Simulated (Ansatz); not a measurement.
Isolated molecules relaxed with PBE0-D4/def2-TZVP in Ansatz; ΔE leaves out vibrations. CCSD(T)/CBS is the MP2 limit (def2-TZVPP, def2-QZVPP) plus CCSD(T) − MP2 in def2-TZVPP, frozen cores. This one scheme is used for every species. Double bonds are as drawn, so ΔE can hold a change between cis and trans. DFT in def2-TZVPP. One conformer a species, not always the lowest.

`[AlH2][O]/C=N\[SiH3]` + HCl → `[SiH3]/N=C/Cl` + `[OH][AlH2]`  (substitution at a C–O bond)

| level | ΔE (kJ/mol) |
| --- | --- |
| PBE | 9.3 |
| MP2/def2-QZVPP | 12.0 |

Problem. What does CCSD(T)/CBS give? (An estimate is asked.)

Solution. The calculation gave: +15.5 kJ/mol. The listed levels differ from it by -6.2, -3.5 kJ/mol.

Largest T1 diagnostic among the species: 0.015.

The D4 term adds +4.2 kJ/mol with B3LYP and +2.6 kJ/mol with PBE0; it sums over pairs of atoms, weighted by their polarisabilities, and B3LYP, whose exchange is more repulsive, gets the larger term. From PBE to PBE0 (25 % exact exchange), in def2-TZVPP and without D4, ΔE moves by +6.0 kJ/mol. In def2-TZVPP, CCSD(T) changes the Hartree–Fock value by −9.6 kJ/mol (the triples alone add −1.8 kJ/mol) and MP2 by −14.9 kJ/mol.

B3LYP here is the variant with VWN-RPA as its local correlation; programs differ in this.
